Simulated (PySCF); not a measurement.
Species: C5H5O2 (charge -1).
Numbering: `[O:1]=[CH:2]/[CH:3]=[CH:4]\[CH:5]=[CH:6]\[O-:7]` (hydrogens: H8 on C2; H9 on C3; H10 on C4; H11 on C5; H12 on C6)

Method used: PBE0-D3(BJ)/def2-SVP geometry optimisation, gas phase (PySCF 2.14.0).

**Question.** List the bond lengths, angles and torsions at this level.

**Answer.** 
```json
{"bond": "O1=C2, C6–O7", "length (Å)": "1.231"}
{"bond": "C2–C3, C5=C6", "length (Å)": "1.423"}
{"bond": "C3=C4, C4–C5", "length (Å)": "1.395"}
{"bond": "C2–H8, C6–H12", "length (Å)": "1.131"}
{"bond": "C3–H9, C5–H11", "length (Å)": "1.095"}
{"bond": "C4–H10", "length (Å)": "1.102"}
```

Bonds in one row agree within 0.01 Å and their mean is given. A selection of angles:
```json
{"angle": "O1–C2–C3", "degrees": "127.1"}
{"angle": "O1–C2–H8", "degrees": "118.9"}
{"angle": "C3–C2–H8", "degrees": "114.0"}
{"angle": "C2–C3–C4", "degrees": "125.6"}
{"angle": "C2–C3–H9", "degrees": "115.6"}
{"angle": "C4–C3–H9", "degrees": "118.8"}
{"angle": "C3–C4–C5", "degrees": "132.2"}
{"angle": "C3–C4–H10", "degrees": "114.6"}
{"angle": "C5–C4–H10", "degrees": "113.1"}
{"angle": "C4–C5–C6", "degrees": "120.7"}
{"angle": "C4–C5–H11", "degrees": "122.1"}
{"angle": "C6–C5–H11", "degrees": "117.2"}
{"angle": "C5–C6–H12", "degrees": "112.3"}
```

Dihedral angles: O1–C2–C3–C4 180° (antiperiplanar); C2–C3–C4–C5 0° (synperiplanar); C3–C4–C5–C6 180° (antiperiplanar); C4–C5–C6–O7 180° (antiperiplanar).

C2 (carbon bonded to C, O and H) is planar (angles 127.1°, 118.9° and 114.0°, sum 360.0°, 0.00 Å off the plane of its three neighbours). Of the pairs four or more bonds apart, H10···H12 is among the closest relative to their van der Waals radii: 2.18 Å, 91 % of the sum of Bondi's values. The 4 C–C bonds span 1.394 Å (C4–C5, drawn single in a drawing that doesn't fit all lengths) to 1.423 Å (C2–C3, drawn single in a drawing that doesn't fit all lengths), a spread of 0.029 Å. The 7 heavy atoms lie in one plane (0.000 Å rms). C3 (carbon bonded to 2 C and H) is planar (angles 125.6°, 118.8° and 115.6°, sum 360.0°, 0.00 Å off the plane of its three neighbours). C4 (alkene CH carbon) is planar (angles 132.2°, 114.6° and 113.1°, sum 360.0°, 0.00 Å off the plane of its three neighbours).

Point group: Cs (every atom within 0.08 Å of its image). Stationary, but not proved a minimum.

One conformer stands for the species.
